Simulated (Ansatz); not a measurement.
Method: CAM-B3LYP-D3(BJ)/def2-TZVP run with Ansatz (a program for electronic structure). No frequencies were computed at this level.

Ansatz 0.2 input:
```yaml
crystal:
  periodic: [false, false, false]
  atoms:
    - { symbol: N, position_ang: [-0.749346, 0.008437, 0.004022] }
    - { symbol: Al, position_ang: [0.949026, -0.559699, -0.004011] }
    - { symbol: F, position_ang: [2.437, 0.202757, -0.008544] }
    - { symbol: H, position_ang: [-1.546694, -0.613439, -0.005949] }
    - { symbol: H, position_ang: [-1.089986, 0.961944, 0.014481] }
basis:
  gaussian: { orbitals: def2-tzvp }
hamiltonian:
  xc: cam_b3lyp
  dispersion: d3bj
relax:
  max_steps: 150
magnetization:
  spin_polarized: true
  initial_magnetization: 1
```

Output:

```
Functional definition: CAM-B3LYP
658 factors; their error is unknown
210 factors; integrals over basis functions are off by at most 1.4e-5 eV
mean field evaluation 1: about -10830.3841 eV, gradient 5.0e1 eV
mean field evaluation 2: about -10821.4328 eV, gradient 6.8e1 eV
mean field evaluation 4: about -10839.1956 eV, gradient 1.1e0 eV
mean field evaluation 8: about -10839.2078 eV, gradient 5.1e-2 eV
mean field evaluation 16: about -10839.2243 eV, gradient 6.1e-5 eV
mean field -10839.22428093 eV, -398.3341452340 hartree, gradient 6.1e-5 eV, S^2 0.751389; 0 other end points of the search recorded, 0 dependent functions left out
reference -10839.22438212 eV, -398.3341489529 hartree; 16, 15 occupied and 95, 96 virtual orbitals, 658 factors
relax step   1: F+E_penalty+E_count = -10839.27489102 eV  Δ(F+E_penalty+E_count) = +0.000e0 eV  max|allowed force component| = 6.526e-1 eV/Å  Δτ_max = 0.0000 Å  (28 SCF iters, accepted)
these checks for a lower state are left out or cut short: starts, cluster_reference, orbital_swaps, neighbouring_geometries, increment
658 factors; their error is unknown
210 factors; integrals over basis functions are off by at most 1.4e-5 eV
mean field -10839.31132779 eV, -398.3373441473 hartree, gradient 2.4e-5 eV, S^2 0.751285; 0 other end points of the search recorded, 0 dependent functions left out
reference -10839.31142878 eV, -398.3373478585 hartree; 16, 15 occupied and 95, 96 virtual orbitals, 658 factors
relax step   2: F+E_penalty+E_count = -10839.36226797 eV  Δ(F+E_penalty+E_count) = -8.738e-2 eV  max|allowed force component| = 5.216e-1 eV/Å  Δτ_max = 0.0947 Å  (33 SCF iters, accepted)
these checks for a lower state are left out or cut short: starts, cluster_reference, orbital_swaps, neighbouring_geometries, increment
658 factors; their error is unknown
210 factors; integrals over basis functions are off by at most 1.4e-5 eV
mean field -10839.36118746 eV, -398.3391764564 hartree, gradient 2.3e-5 eV, S^2 0.751194; 0 other end points of the search recorded, 0 dependent functions left out
reference -10839.36128896 eV, -398.3391801863 hartree; 16, 15 occupied and 95, 96 virtual orbitals, 658 factors
relax step   3: F+E_penalty+E_count = -10839.41266753 eV  Δ(F+E_penalty+E_count) = -5.040e-2 eV  max|allowed force component| = 2.799e-1 eV/Å  Δτ_max = 0.1647 Å  (32 SCF iters, accepted)
these checks for a lower state are left out or cut short: starts, cluster_reference, orbital_swaps, neighbouring_geometries, increment
658 factors; their error is unknown
210 factors; integrals over basis functions are off by at most 1.4e-5 eV
mean field evaluation 32: about -10839.3481 eV, gradient 1.3e-3 eV
mean field -10839.36429184 eV, -398.3392905401 hartree, gradient 8.1e-6 eV, S^2 0.751190; 0 other end points of the search recorded, 0 dependent functions left out
reference -10839.36439340 eV, -398.3392942725 hartree; 16, 15 occupied and 95, 96 virtual orbitals, 658 factors
relax step   4: F+E_penalty+E_count = -10839.41578236 eV  Δ(F+E_penalty+E_count) = -3.115e-3 eV  max|allowed force component| = 7.514e-2 eV/Å  Δτ_max = 0.0088 Å  (35 SCF iters, accepted)
these checks for a lower state are left out or cut short: starts, cluster_reference, orbital_swaps, neighbouring_geometries, increment
658 factors; their error is unknown
210 factors; integrals over basis functions are off by at most 1.4e-5 eV
mean field -10839.36533406 eV, -398.3393288411 hartree, gradient 8.1e-6 eV, S^2 0.751190; 0 other end points of the search recorded, 0 dependent functions left out
reference -10839.36543565 eV, -398.3393325743 hartree; 16, 15 occupied and 95, 96 virtual orbitals, 658 factors
relax step   5: F+E_penalty+E_count = -10839.41684209 eV  Δ(F+E_penalty+E_count) = -1.060e-3 eV  max|allowed force component| = 2.872e-2 eV/Å  Δτ_max = 0.0158 Å  (35 SCF iters, accepted)
these checks for a lower state are left out or cut short: starts, cluster_reference, orbital_swaps, neighbouring_geometries, increment
658 factors; their error is unknown
210 factors; integrals over basis functions are off by at most 1.4e-5 eV
mean field -10839.36547110 eV, -398.3393338772 hartree, gradient 8.2e-6 eV, S^2 0.751189; 0 other end points of the search recorded, 0 dependent functions left out
reference -10839.36557268 eV, -398.3393376101 hartree; 16, 15 occupied and 95, 96 virtual orbitals, 658 factors
relax step   6: F+E_penalty+E_count = -10839.41699671 eV  Δ(F+E_penalty+E_count) = -1.546e-4 eV  max|allowed force component| = 2.436e-3 eV/Å  Δτ_max = 0.0094 Å  (35 SCF iters, accepted)
658 factors; their error is unknown
210 factors; integrals over basis functions are off by at most 1.4e-5 eV
mean field evaluation 64: about -10839.3655 eV, gradient 3.5e-3 eV
mean field -10839.36547110 eV, -398.3393338772 hartree, gradient 2.6e-5 eV, S^2 0.751189; 1 other end points of the search recorded, 0 dependent functions left out
reference -10839.36557268 eV, -398.3393376101 hartree; 16, 15 occupied and 95, 96 virtual orbitals, 658 factors
Total energy: -10839.41709829 eV, -398.3412311414 hartree
Atom 0 at    -0.693848    -0.029105     0.001647 Å, force    -0.000607    -0.000796     0.000079 eV/Å
Atom 1 at     0.929629    -0.716147    -0.010275 Å, force    -0.000693     0.002436     0.000380 eV/Å
Atom 2 at     2.198665     0.348302    -0.002667 Å, force     0.001025    -0.000255    -0.000290 eV/Å
Atom 3 at    -1.546538    -0.563759    -0.000856 Å, force    -0.002049    -0.001173    -0.000336 eV/Å
Atom 4 at    -0.887908     0.960709     0.012150 Å, force     0.002323    -0.000212     0.000166 eV/Å
Dipole moment:    -0.436547    -0.175373    -0.000591 e Å
```

Cost: about 18 core-seconds (a rough figure).
